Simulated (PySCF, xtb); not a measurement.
CH₁₀OSi₄, SMILES [SiH3][Si@H]1[SiH2]OC[SiH2]1.

GFN2-xTB in xtb 6.7.1 at its own geometry gives an orbital gap of 3.49 eV and a dipole moment of 1.15 D.

Geometry optimised at PBE0-D3(BJ)/def2-SVP. The structure was generated by enumeration; whether it is a known compound was not checked. One conformer was computed; it need not be the lowest.

Problem. What does CAM-B3LYP/def2-TZVP (PySCF) give? (The exact figures need the calculation; the answer reports its results.)

Solution. gap 8.82 eV (levels -8.47 and 0.35 eV), dipole 1.04 D.
